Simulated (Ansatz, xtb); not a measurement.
Molecule: B$_{2}$F$_{3}$, charge 0, multiplicity 2. It need not be the lowest isomer of its formula. 
Geometry from a B3LYP-D3(BJ)/def2-TZVP (Ansatz, a first-principles code) optimisation:
```xyz
5

B     -0.9299     0.3625    -0.5236
F     -2.1974     0.2522    -0.2924
B      0.5496    -0.0774     0.0956
F      1.1760    -1.1628    -0.3474
F      1.2327     0.7523     0.8776
```
Charge 0, spin multiplicity 2.

Harmonic wavenumbers from GFN2-xTB (xtb, at its own minimum), cm⁻¹: 77, 92, 374, 402, 434, 626, 1120, 1145, 1634.

### Question
Give the harmonic wavenumbers at B3LYP-D3(BJ)/def2-TZVP (Ansatz, finite differences of forces, unscaled).

### Answer
124, 189, 368, 403, 576, 661, 1197, 1342, 1501 cm⁻¹. Zero-point energy 9.1 kcal/mol.

### Question
From these and the geometry, give the ideal-gas thermochemistry at 298.15 K and 1 atm (rigid rotor, harmonic oscillator).

### Answer
Point group Cs, rotational symmetry number 1. Rotational constants 9.848, 2.953, 2.318 GHz. S(trans) 39.00, S(rot) 25.97, S(vib) 8.24, S(elec, spin only) 1.38, S 74.6 cal/(mol K). H(298) - H(0) 3.78 kcal/mol; G - E(el) -9.4 kcal/mol.
